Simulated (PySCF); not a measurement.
# Computed records: B2H4NSi, AlB2H4N, BH5N2Si

Calculation on a computer-drawn molecule: the log of a Hartree-Fock and frozen-core CCSD(T) single point meant for a local Hartree-Fock minimum, with one planted fault or none, to be diagnosed. Offsets are logged minus clean, where the clean run is the same molecule without the fault. The reference is restricted for singlets and unrestricted otherwise, and also for a bond in bohr or an excited solution. Adding or removing an electron swaps singlet and doublet. The excited solution moves the top pair (singlet) or top alpha electron (doublet) to the lowest empty orbital. Highest occupied and lowest empty are orbital energies over both spins, largest force is the largest gradient component, triples share is (T) over the correlation energy, the T1 limit is 0.02 restricted and 0.045 unrestricted, electrons count all cores, a negative frequency is imaginary (commonest isotopes), and the dipole is about the centre of nuclear charge. Program: PySCF 2.14.0.

Common to all runs: meant multiplicity 1; meant basis cc-pV(D+d)Z; logged SCF converged yes; logged CC converged yes; logged SCF stable within its kind yes; possible faults no fault, one electron removed, one electron added, multiplicity raised by two, geometry at a saddle point, SCF held on an excited solution, minimal basis STO-3G, one bond length entered in bohr, all coordinates scaled.

```yaml
- entry: 1
  formula: B2H4NSi
  logged_structure:
    atoms_angstrom:
      - [B, -0.7536, 0.5677, -0.3324]
      - ["N", -0.408, -0.2966, -1.4254]
      - [B, -0.1123, -1.0373, -2.3627]
      - [Si, 0.3575, -2.2134, -3.8511]
      - [H, -0.8351, 1.7367, -0.5467]
      - [H, -0.9419, 0.0732, 0.735]
      - [H, -0.6789, -2.801, -4.698]
      - [H, 1.7542, -2.5276, -4.1459]
  given:
    meant_charge: 1
    logged_electrons: 34
    logged_basis_functions: 28
    logged_spin_squared: 0.0
    "logged_highest_occupied [eV]": -14.019
    "logged_lowest_empty [eV]": -3.5522
    "logged_largest_force [hartree/bohr]": 0.030965
    logged_T1_diagnostic: 0.01909
    logged_D1_diagnostic: 0.057433
    logged_triples_share: 0.025937
    "logged_dipole_magnitude [debye]": 6.7441
    "logged_energy_HF [hartree]": -390.22936
    "logged_energy_CCSD(T) [hartree]": -390.46521
    drawn_bonds_atom: [1, 2, 3, 1, 1, 4, 4]
    drawn_bonds_other_atom: [2, 3, 4, 5, 6, 7, 8]
    drawn_bonds_order: [1, 2, 1, 1, 1, 1, 1]
  results:
    planted_fault: "minimal basis STO-3G"
    "HF_energy_offset_from_clean_run [kcal/mol]": 2870
    "CCSD(T)_energy_offset_from_clean_run [kcal/mol]": 3006
- entry: 2
  formula: AlB2H4N
  logged_structure:
    atoms_angstrom:
      - [B, 2.3447, -0.0274, 0.0]
      - ["N", 0.9373, -0.0109, 0.0]
      - [B, -0.3112, 0.0036, 0.0]
      - [Al, -2.4414, 0.0285, 0.0]
      - [H, 2.961, 1.0058, 0.0]
      - [H, 2.9365, -1.0747, 0.0]
      - [H, -3.2296, -1.3349, 0.0]
      - [H, -3.1974, 1.41, 0.0]
  given:
    meant_charge: 0
    logged_electrons: 34
    logged_basis_functions: 85
    logged_spin_squared: 0.0
    "logged_highest_occupied [eV]": -10.35
    "logged_lowest_empty [eV]": 0.13779
    "logged_largest_force [hartree/bohr]": 4.4013e-05
    "logged_lowest_frequency [cm^-1]": -124.57
    logged_T1_diagnostic: 0.015402
    logged_D1_diagnostic: 0.041599
    logged_triples_share: 0.034416
    "logged_dipole_magnitude [debye]": 2.2248
    "logged_energy_HF [hartree]": -348.09272
    "logged_energy_CCSD(T) [hartree]": -348.52934
    drawn_bonds_atom: [1, 2, 3, 1, 1, 4, 4]
    drawn_bonds_other_atom: [2, 3, 4, 5, 6, 7, 8]
    drawn_bonds_order: [1, 2, 1, 1, 1, 1, 1]
  results:
    planted_fault: "geometry at a saddle point"
    "HF_energy_offset_from_clean_run [kcal/mol]": 0.9128
    "CCSD(T)_energy_offset_from_clean_run [kcal/mol]": 1.237
- entry: 3
  formula: AlB2H4N
  logged_structure:
    atoms_angstrom:
      - [B, -2.9853, -2.0455, -2.6038]
      - ["N", -2.2027, -2.034, -1.4368]
      - [B, -1.5068, -2.0238, -0.3988]
      - [Al, -0.3237, -2.0059, 1.3641]
      - [H, -2.5214, -2.4501, -3.6371]
      - [H, -5.1314, -1.2994, -2.5442]
      - [H, 0.5372, -0.73, 1.6976]
      - [H, -0.3292, -3.2686, 2.3053]
  given:
    meant_charge: 0
    logged_electrons: 34
    logged_basis_functions: 85
    logged_spin_squared: 0.6638
    "logged_highest_occupied [eV]": -8.4016
    "logged_lowest_empty [eV]": 0.1748
    "logged_largest_force [hartree/bohr]": 0.027286
    logged_T1_diagnostic: 0.062855
    logged_D1_diagnostic: 0.26221
    logged_triples_share: 0.041767
    "logged_dipole_magnitude [debye]": 3.0717
    "logged_energy_HF [hartree]": -347.97672
    "logged_energy_CCSD(T) [hartree]": -348.41388
    drawn_bonds_atom: [1, 2, 3, 1, 1, 4, 4]
    drawn_bonds_other_atom: [2, 3, 4, 5, 6, 7, 8]
    drawn_bonds_order: [1, 2, 1, 1, 1, 1, 1]
  results:
    planted_fault: "one bond length entered in bohr, row 5 of the drawn bonds"
    "HF_energy_offset_from_clean_run [kcal/mol]": 73.7
    "CCSD(T)_energy_offset_from_clean_run [kcal/mol]": 73.69
  notes: ["T1 above single-reference limit"]
- entry: 4
  formula: BH5N2Si
  logged_structure:
    atoms_angstrom:
      - [B, -2.1446, 0.2056, 0.0]
      - ["N", -0.7676, 0.4972, 0.0]
      - [Si, 0.5436, -0.3747, 0.0]
      - ["N", 2.0678, 0.2965, 0.0]
      - [H, -2.9619, 1.1, 0.0]
      - [H, -2.5778, -0.9335, 0.0]
      - [H, 0.7074, -1.839, 0.0]
      - [H, 2.9129, -0.2392, 0.0]
      - [H, 2.2202, 1.287, 0.0]
  given:
    meant_charge: 0
    logged_electrons: 38
    logged_basis_functions: 90
    logged_spin_squared: 0.0
    "logged_highest_occupied [eV]": -9.3163
    "logged_lowest_empty [eV]": 2.4448
    "logged_largest_force [hartree/bohr]": 3.7269e-05
    "logged_lowest_frequency [cm^-1]": -145.51
    logged_T1_diagnostic: 0.014981
    logged_D1_diagnostic: 0.04317
    logged_triples_share: 0.030347
    "logged_dipole_magnitude [debye]": 5.7721
    "logged_energy_HF [hartree]": -425.46252
    "logged_energy_CCSD(T) [hartree]": -426.02713
    drawn_bonds_atom: [1, 2, 3, 1, 1, 3, 4, 4]
    drawn_bonds_other_atom: [2, 3, 4, 5, 6, 7, 8, 9]
    drawn_bonds_order: [1, 2, 1, 1, 1, 1, 1, 1]
  results:
    planted_fault: "geometry at a saddle point"
    "HF_energy_offset_from_clean_run [kcal/mol]": 5.758
    "CCSD(T)_energy_offset_from_clean_run [kcal/mol]": 6.725
- entry: 5
  formula: BH5N2Si
  logged_structure:
    atoms_angstrom:
      - [B, 1.1093, -2.1409, -1.9374]
      - ["N", 0.7017, -1.3437, -0.8794]
      - [Si, 0.2524, -0.4552, 0.3081]
      - ["N", -0.774, 0.8636, 0.2369]
      - [H, 0.4776, -3.1235, -2.2554]
      - [H, 2.1062, -1.8732, -2.57]
      - [H, 0.6671, -0.6409, 1.7011]
      - [H, -1.1912, 1.1923, -0.6121]
      - [H, -1.0297, 1.402, 1.0408]
  given:
    meant_charge: 0
    logged_electrons: 39
    logged_basis_functions: 90
    logged_spin_squared: 0.7684
    "logged_highest_occupied [eV]": 1.6145
    "logged_lowest_empty [eV]": 8.6401
    "logged_largest_force [hartree/bohr]": 0.085592
    logged_T1_diagnostic: 0.016318
    logged_D1_diagnostic: 0.057401
    logged_triples_share: 0.030029
    "logged_dipole_magnitude [debye]": 5.1201
    "logged_energy_HF [hartree]": -425.38247
    "logged_energy_CCSD(T) [hartree]": -425.96154
    drawn_bonds_atom: [1, 2, 3, 1, 1, 3, 4, 4]
    drawn_bonds_other_atom: [2, 3, 4, 5, 6, 7, 8, 9]
    drawn_bonds_order: [1, 2, 1, 1, 1, 1, 1, 1]
  results:
    planted_fault: "one electron added"
    "HF_energy_offset_from_clean_run [kcal/mol]": 55.99
    "CCSD(T)_energy_offset_from_clean_run [kcal/mol]": 47.89
  notes: ["highest electron not bound in this basis"]
```
